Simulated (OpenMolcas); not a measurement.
Computed levels of 5d² in ions with 70 electrons, in cm-1 above ³F₂.

```
Program             : OpenMolcas 26.06
Method              : RASSCF
Basis               : ANO-RCC-VTZP
Scalar Hamiltonian  : DKH2, point nucleus
Spin-orbit coupling : RASSI with atomic mean-field integrals over the reference wave functions, term energies averaged over their components
```

Active space for each ion: 8 electrons in 8 orbitals (RAS1 5p, at most 2 holes; RAS2 5d).

```
Level   Hf2+   Ta3+   Re5+   Os6+   Ir7+
  ³F₃   3400   4901   8547  10897  13357
  ³F₄   6732   9464  15674  19411  23272
  ³P₀  10933  12858  15940  17321  18962
  ³P₁  12664  15501  21044  24154  27615
  ³P₂  16307  20821  30356  35983  42095
  ¹G₄  17613  21811  30046  34785  40148
  ¹S₀  34417  41495  54188  60847  68604
```

Estimate ³F₄, ³P₀, ³P₁ for W4+ from its neighbours Ta3+ and Re5+.

³F₄ is fine structure, which grows about as the fourth power of a screened charge, so the fourth roots are averaged: ((9464^0.25 + 15674^0.25) / 2)^4 = 12277. The calculation gives 12507, so the estimate is off by -1.8 %; the measured value is 11519 (the list in J. Phys. B 45, 065001 (2012)).
³P₀ is another term, which grows about linearly with the charge: (12858 + 15940) / 2 = 14399. The calculation gives 14397, so the estimate is off by 0 %; the measured value is 12839 (the list in J. Phys. B 45, 065001 (2012)).
³P₁ is another term, which grows about linearly with the charge: (15501 + 21044) / 2 = 18272. The calculation gives 18200, so the estimate is off by +0.4 %; the measured value is 16331 (the list in J. Phys. B 45, 065001 (2012)).

Mixed levels, with the weight of the term that names them: Hf2+ ³P₂ (66 %), Ta3+ ³P₂ (62 %), W4+ ³P₂ (60 %), Re5+ ³P₂ (58 %), Os6+ ³P₂ (56 %), Ir7+ ³P₂ (55 %).

Without dynamic correlation excited terms often stand tens of per cent too high (terms of higher spin than the ground term too low), and those without a measured partner can miss by more than the paired ones. Active for correlation alone: 5p; no level in the range computed is led by a configuration that opens it, so any true level of that kind is missing. Computed and measured levels are paired by configuration, term and J; levels that our copy of the source lacks, or whose pairing is in doubt (as where it misses far off the trend of its configuration), stay unpaired and out of the deviations. Only configurations of the active space appear.
